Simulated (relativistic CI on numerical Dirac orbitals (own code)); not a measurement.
**Fe3+ in a cubic cluster: 1s photoemission with charge transfer**

Computed with a charge-transfer multiplet model of a cubic metal-ligand cluster with up to 3 ligand holes, Slater and spin-orbit integrals from Dirac-Coulomb-Breit ions, Slater integrals scaled by 0.8. The ground state mixes d5 with configurations of k ligand holes L, whose averages lie at kΔ + k(k − 1)U_dd/2; a core hole lowers each added d electron by U_cd. 300 K, Lorentzian 1.1 eV and Gaussian 0.6 eV FWHM.

Atomic integrals in eV (Slater integrals scaled, ζ unscaled), ground: F2dd 9.587, F4dd 5.993, zeta_d 0.056; with the core hole: F2dd 10.923, F4dd 6.860, zeta_d 0.082, G2cd 0.060.

Cluster parameters (eV): Δ = 2.1, U_cd = 8.6, 10Dq = 0.2, 10Dq(ligand) = 1.2, V(eg) = 2.25, V(t2g) = -1.13, final-state hopping factor = 1.

Weights, n_d and S are thermal averages at 300 K. Binding energies count from the first peak over 30 % of the highest in each spectrum, which can be another peak from case to case. The parameters are a model scan and need not match a compound or its usual spin state. Peaks in eV (height, largest 100): 0.0 (100), 7.6 (43), 10.0 (10), 12.1 (8).

Which parameters give this spectrum?
A. U_dd = 9.2 eV
B. U_dd = 5 eV
C. U_dd = 7.1 eV

A. U_dd = 9.2 eV; the ground state then has 5.33 d electrons and S = 2.50. The choice follows from running the model for each set and comparing peak positions and heights.
